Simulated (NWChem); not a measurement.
BH$_{2}$OI; SMILES OBI

```xyz
5

B     -0.5953     1.4772     0.0000
H     -1.7713     1.7223     0.0000
I      0.0220    -0.5859     0.0000
O      0.2954     2.4702     0.0000
H      1.2176     2.1851     0.0000
```
Atoms are numbered in this order, from 1.

Results from NWChem. All runs use the structure optimised with PBE0/def2-SVP. def2 effective core potentials on I; no spin-orbit coupling. Vertical excitations in the gas phase; the lowest state need not have the same character in each row.

For level PBE/def2-SVP, TDA:

```
Quantity                                  Value
----------------------------------------  -----
lowest excitation, singlet (eV)            4.92
lowest state with f > 0.02, singlet (eV)   5.73
lowest triplet (eV)                        4.77
orbital gap (eV)                           4.86
```

How do the values read with level B3LYP/def2-SVP, TDA instead?

The lowest excitation, singlet (eV) is 5.39 and the lowest state with f > 0.02, singlet (eV) comes out as 6.10. The lowest triplet (eV) comes out as 5.25 and the orbital gap (eV) comes out as 6.54.
